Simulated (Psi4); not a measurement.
C3H10OSi, singlet, geometry from GFN2-xTB; CCSD(T)/STO-3G in Psi4.

Psi4 was given this input:
```
memory 2 GB

molecule mol {
0 1
  C    -0.069981    1.175807   -1.483276
  Si   -0.021983    0.014594    0.029215
  C    -0.820707   -1.663275   -0.356140
  C     1.788383   -0.186252    0.595418
  O    -0.949350    0.605455    1.245447
  H     0.457019    0.750885   -2.330995
  H     0.389222    2.136687   -1.266201
  H    -1.092066    1.366693   -1.797122
  H    -0.807709   -2.310256    0.514835
  H    -0.299084   -2.175463   -1.158083
  H    -1.855942   -1.541970   -0.657677
  H     2.394129   -0.668889   -0.164219
  H     2.249198    0.773447    0.814295
  H     1.851554   -0.790786    1.495497
  H    -0.769948    1.454014    1.641076
}

set basis sto-3g
set reference rhf
set scf_type pk
set mp2_type conv

energy('ccsd(t)')
print_variables()
```

It wrote (shortened):

```
   => Loading Basis Set <=

    Name: STO-3G
    Role: ORBITAL
    Keyword: BASIS

         ---------------------------------------------------------
                                   SCF
               by Justin Turney, Rob Parrish, Andy Simmonett
                          and Daniel G. A. Smith
                              RHF Reference
         ---------------------------------------------------------

  ==> Geometry <==

    Molecular point group: c1
    Full point group: C1

    Geometry (in Angstrom), charge = 0, multiplicity = 1:

       Center              X                  Y                   Z               Mass
    ------------   -----------------  -----------------  -----------------  -----------------
         C           -0.042314339929     1.164764821910    -1.515245256754    12.000000000000
         SI           0.005683660071     0.003551821910    -0.002754256754    27.976926534650
         C           -0.793040339929    -1.674317178090    -0.388109256754    12.000000000000
         C            1.816049660071    -0.197294178090     0.563448743246    12.000000000000
         O           -0.921683339929     0.594412821910     1.213477743246    15.994914619570
         H            0.484685660071     0.739842821910    -2.362964256754     1.007825032230
         H            0.416888660071     2.125644821910    -1.298170256754     1.007825032230
         H           -1.064399339929     1.355650821910    -1.829091256754     1.007825032230
         H           -0.780042339929    -2.321298178090     0.482865743246     1.007825032230
         H           -0.271417339929    -2.186505178090    -1.190052256754     1.007825032230
         H           -1.828275339929    -1.553012178090    -0.689646256754     1.007825032230
         H            2.421795660071    -0.679931178090    -0.196188256754     1.007825032230
         H            2.276864660071     0.762404821910     0.782325743246     1.007825032230
         H            1.879220660071    -0.801828178090     1.463527743246     1.007825032230
         H           -0.742281339929     1.442971821910     1.609106743246     1.007825032230

  Running in c1 symmetry.

  Rotational constants: A =      0.11211  B =      0.10917  C =      0.10075 [cm^-1]
  Rotational constants: A =   3361.10870  B =   3272.70963  C =   3020.39189 [MHz]
  Nuclear repulsion =  249.464365701034183

  Charge       = 0
  Multiplicity = 1
  Electrons    = 50
  Nalpha       = 25
  Nbeta        = 25

  ==> Algorithm <==

[...]
  @RHF Final Energy:  -477.55583486963144
    Total Energy =                       -477.5558348696314397
[...]
             16   3         0.0052939196

    Largest TIjAb Amplitudes:
     20  20   6   6        -0.0332525586
     18  18   5   5        -0.0329891463
     24  24   3   3        -0.0273577120
     23  23   0   0        -0.0272745198
     22  22   1   1        -0.0267727158
     24  24   0   0        -0.0259730541
     22  22   2   2        -0.0249505497
     19  19   7   7        -0.0249205433
     21  21   3   3        -0.0242774357
     22  22   0   0        -0.0240724741

    SCF energy       (wfn)                    = -477.555834869631440
    Reference energy (file100)                = -477.555834869631383

    Opposite-spin MP2 correlation energy      =   -0.204214964001206
    Same-spin MP2 correlation energy          =   -0.025662944542889
    Singles MP2 correlation energy            =   -0.000000000000000
    MP2 correlation energy                    =   -0.229877908544094
      * MP2 total energy                      = -477.785712778175480

    Opposite-spin CCSD correlation energy     =   -0.278756431996925
    Same-spin CCSD correlation energy         =   -0.021307701810526
    Singles CCSD correlation energy           =    0.000000000000000
    CCSD correlation energy                   =   -0.300064133807451
      * CCSD total energy                     = -477.855899003438822

            **************************
            *                        *
            *        CCTRIPLES       *
            *                        *
            **************************

    Wave function   =    CCSD_T
    Reference wfn   =      RHF

    Nuclear Rep. energy (wfn)                =  249.464365701034183
    SCF energy          (wfn)                = -477.555834869631440
    Reference energy    (file100)            = -477.555834869631383
    CCSD energy         (file100)            =   -0.300064133807451
    Total CCSD energy   (file100)            = -477.855899003438822

    Number of ijk index combinations:             2925
    Approx. words needed per explicit thread:           10976
    Number of threads for explicit ijk threading:    1

    MKL num_threads set to 1 for explicit threading.

    (T) energy                                =   -0.002879543881311
      * CCSD(T) total energy                  = -477.858778547320128

  Variable Map:
  ----------------------------------------------------------------------------
[...]
  Array Variable Map:
  ----------------------------------------------------------------------------
[...]
[...]
```
